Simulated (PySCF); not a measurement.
SnH2, SMILES [SnH2] (connectivity only; charge and spin as stated), neutral, multiplicity 1. Atoms are numbered in the order given.

```xyz
3

Sn     0.0000     0.0000    -0.0482
H      0.0000     1.2652     1.2049
H      0.0000    -1.2652     1.2049
```

Geometry optimised at B3LYP-D3(BJ)/def2-TZVPD. The def2 effective core potentials stand for the cores of Sn; spin–orbit coupling is left out.

The numbers are results of r2SCAN/def2-TZVPD (PySCF), not measurements.

Symmetry labels are those of the subgroup C2v that the program uses (full group C2v).

Computed valence orbital energies around the gap with their symmetry:
| orbital | symmetry | energy (eV) |
|---|---|---|
| HOMO−7 | A1 | -26.41 |
| HOMO−6 | A2 | -26.29 |
| HOMO−5 | B1 | -26.21 |
| HOMO−4 | B2 | -25.99 |
| HOMO−3 | A1 | -25.88 |
| HOMO−2 | A1 | -12.19 |
| HOMO−1 | B2 | -7.35 |
| HOMO | A1 | -5.92 |
| LUMO | B1 | -3.60 |
| LUMO+1 | B2 | -0.06 |
| LUMO+2 | A1 | 0.38 |
| LUMO+3 | A1 | 1.52 |
